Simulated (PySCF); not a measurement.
Sb(H)2(Et) (C₂H₇Sb), SMILES C[CH2][SbH2]. The structure is a stationary point at B3LYP-D3(BJ)/def2-SVP. The def2 effective core potentials stand for the cores of Sb; spin–orbit coupling is left out.

Computed with B3LYP-D3(BJ)/def2-SVP (PySCF).

Harmonic wavenumbers (cm⁻¹): 118, 238, 244, 458, 536, 640, 741, 839, 972, 974, 1057, 1215, 1247, 1395, 1445, 1470, 1471, 1902, 1908, 3014, 3047, 3089, 3095, 3118. Rotational constants (GHz): 22.34, 2.740, 2.597; symmetry number 1.

### Question
Work out the zero-point energy and the ideal-gas rigid-rotor harmonic-oscillator thermochemistry at 298.15 K and 1 atm.

### Answer
ZPE = ½ Σ hcν = ½ × 34236 cm⁻¹ = 48.94 kcal/mol. H − E(el) = 52.96 kcal/mol. Entropy in cal/(mol K): translation 40.98, rotation 25.12, vibration 9.31, total 75.41. G − E(el) = 30.48 kcal/mol. Cp = 20.14 cal/(mol K). Modes under 150 cm⁻¹ make the vibrational entropy uncertain.
